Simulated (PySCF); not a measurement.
**Polarisability and C₆ of Mg (magnesium, neutral)**

[Ne] 3s2, closed-shell 1S. Calculation: PySCF 2.14, in dyall-acv3z; the spin-free X2C one-electron Hamiltonian (Gaussian nucleus). Coupled (time-dependent) response in atomic units; α is the mean over directions.

```
 method  mean α (bohr³)  C₆ (like pair)  S(−4)
    UHF           81.16           760.5   3536
    PBE           73.63           654.2   2959
   PBE0           74.59           669.2   3005
wB97M-V           69.11           576.8   2778
```

S(−4) is the Cauchy moment in α(ω) = α(0) + S(−4) ω² + …

Reference α: 71.2 ± 0.4 bohr³ (recommended; Schwerdtfeger and Nagle, table of static dipole polarizabilities (2023 update)). Published C₆: 626.0 (Chu and Dalgarno (2004); Tang, Norbeck and Certain (1976)).

Hartree-Fock lies above the reference because it lacks correlation, which contracts the outer shell.

α(iu) at PBE0:

```json
{"u (hartree)": "0", "α(iu) (bohr³)": "74.59"}
{"u (hartree)": "0.0500", "α(iu) (bohr³)": "67.78"}
{"u (hartree)": "0.100", "α(iu) (bohr³)": "53.31"}
{"u (hartree)": "0.200", "α(iu) (bohr³)": "29.07"}
{"u (hartree)": "0.300", "α(iu) (bohr³)": "16.78"}
{"u (hartree)": "0.500", "α(iu) (bohr³)": "7.381"}
{"u (hartree)": "0.750", "α(iu) (bohr³)": "3.728"}
{"u (hartree)": "1.00", "α(iu) (bohr³)": "2.328"}
{"u (hartree)": "1.50", "α(iu) (bohr³)": "1.252"}
{"u (hartree)": "2.00", "α(iu) (bohr³)": "0.8332"}
{"u (hartree)": "3.00", "α(iu) (bohr³)": "0.4799"}
{"u (hartree)": "5.00", "α(iu) (bohr³)": "0.2344"}
```

A single London oscillator, α(iu) = α/(1 + u²/ω²), gives C₆ = (3/4) ω α². Matching the computed C₆ needs ω = 4 × 669.2 / (3 × 74.59²) = 0.160 hartree.
